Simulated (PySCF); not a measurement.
**Ionisation energy of Au²⁺ by level of theory**

Au²⁺ [Xe] 4f14 5d9 (2D) → Au³⁺ [Xe] 4f14 5d8 (3F), as a difference of total energies. All numbers are calculated (PySCF 2.14, the spin-free X2C one-electron Hamiltonian (Gaussian nucleus), in x2c-TZVPPall with one added diffuse shell each of s, p, d, f type (12s8p8d4f1g, 113 functions)). Correlated levels: valence: [Xe] 4f14 frozen; valence and next inner shell: [Kr] 4d10 4f14 frozen. The calculations carry no spin-orbit coupling.

| method | ionisation energy (eV) |
| --- | --- |
| UHF | 30.881 |
| LDA | 33.421 |
| PBE | 32.897 |
| PBE0 | 32.712 |
| r2SCANh | 32.512 |
| B2PLYP | 32.651 |
| MP2 (valence) | 32.554 |
| SCS-MP2 (valence) | 32.450 |
| MP2 (valence and next inner shell) | 32.635 |
| SCS-MP2 (valence and next inner shell) | 32.440 |

Estimate what r2SCAN gives.

32.534 eV, closest to MP2 (valence) among the rows shown.

Estimate what M06-L gives.

31.801 eV, closest to SCS-MP2 (valence and next inner shell) among the rows shown.

A first-order spin-orbit estimate (lowest level to lowest level, LS coupling) adds -0.420 eV.

Errors of the correlated levels include the incompleteness of this basis and the frozen core.

For comparison: 30 ± 1.6 eV (theoretical estimate listed by NIST; NIST Atomic Spectra Database, ionization energies).
